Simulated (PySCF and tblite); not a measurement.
Results of a calculation; reference values are marked as such.
C8H12ClF, numbered as in [CH3:1][C@@H:2]1[CH2:3][CH2:4][CH2:5][C@H:6]([Cl:7])/[C:8]1=[CH:9]\[F:10].

The ensemble was built from 60 distance-geometry starts (ETKDG and KDG, MMFF94s, GFN2-xTB) and rests on GFN2-xTB geometries. Energies: B3LYP-D3(BJ)/def2-SVP (IEF-PCM, acetonitrile), with GFN2-xTB thermal terms (modes under about 100 cm⁻¹ blended into free rotors). Symmetry numbers and mirror images are counted. Conformers within 2.5 kcal/mol (GFN2-xTB free energy) were kept, 2 at most. Of two unlike H on one atom, a is the less shielded (B97-2/pcSseg-1 (IEF-PCM, acetonitrile)). (PySCF 2.14, tblite 0.8.)

An NOE distance is ⟨r⁻⁶⟩^(−1/6) over all pairs of like atoms and, for the average, over conformers.

The 6-ring runs over atoms 2–3–4–5–6–8.

```json
{"conformer": "1", "shape": "6-ring chair (C1, Cl7 axial)", "weight %": "99.9"}
{"conformer": "2", "shape": "6-ring twist-boat (ring torsions 69, -35, -23, 54, -20, -40°)", "weight %": "0.1"}
```

Question: Which H–H contacts under 3.5 Å would NOEs report (pairs on one atom left out) at 298.15 K?

Answer: 
| pair | in 1 (Å) | in 2 (Å) | average (Å) |
| --- | --- | --- | --- |
| H2 ··· H9 | 2.37 | 2.57 | 2.37 |
| H2 ··· H3b | 2.38 | 2.37 | 2.38 |
| H5b ··· H6 | 2.43 | 2.32 | 2.43 |
| H3b ··· H4b | 2.47 | 2.54 | 2.47 |
| H3a ··· H4b | 2.48 | 3.04 | 2.48 |
| H4b ··· H5b | 2.48 | 2.35 | 2.48 |
| H4b ··· H5a | 2.49 | 3.03 | 2.49 |
| H4a ··· H5a | 2.49 | 2.35 | 2.49 |
| H3b ··· H5b | 2.50 | 4.28 | 2.50 |
| H3a ··· H4a | 2.50 | 2.55 | 2.50 |
| H5a ··· H6 | 2.52 | 2.70 | 2.52 |
| H2 ··· H3a | 2.53 | 3.04 | 2.53 |
| H1 ··· H2 | 2.57 | 2.59 | 2.57 |
| H1 ··· H4a | 2.66 | 5.02 | 2.66 |
| H1 ··· H3a | 2.80 | 2.77 | 2.80 |
| H3b ··· H4a | 3.05 | 2.44 | 3.05 |
| H4a ··· H5b | 3.05 | 2.64 | 3.05 |

Longer pairs under the limit may be missing.

Question: In a model where alignment follows shape alone (order matrix 0.002 × (3G/tr G − 1)/2, G the second moments of the atom positions; splitting J + 2D), what are the one-bond C–H dipolar couplings D?

Answer: H1 -1.7 Hz (-1.7 in conformer 1), H2 2.4 Hz (2.4 in conformer 1), H3b 8.6 Hz (8.6 in conformer 1), H3a -4.0 Hz (-4.0 in conformer 1), H4b -4.3 Hz (-4.3 in conformer 1), H4a 8.7 Hz (8.7 in conformer 1), H5b 8.5 Hz (8.5 in conformer 1), H5a -0.6 Hz (-0.6 in conformer 1), H6 -4.0 Hz (-4.0 in conformer 1), H9 -2.2 Hz (-2.2 in conformer 1).
